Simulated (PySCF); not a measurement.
BiClH2O2, SMILES [OH][Bi]([OH])[Cl]. Geometry optimised at B3LYP-D3(BJ)/def2-SVP. The def2 effective core potentials stand for the cores of Bi; spin–orbit coupling is left out. One conformer was computed; it need not be the lowest.

Computed equilibrium geometry at B3LYP-D3(BJ)/def2-SVP (PySCF confirms it by a frequency run) as Cartesian coordinates in Å (one conformer of several):
```xyz
6

Bi    -0.1255    -0.1483     0.3489
Cl     1.3237     1.5306    -0.8199
O      0.5255    -1.7271    -0.8614
H      1.1188    -1.3838    -1.5491
O     -1.9401     0.1923    -0.6266
H     -1.8863    -0.0486    -1.5654
```
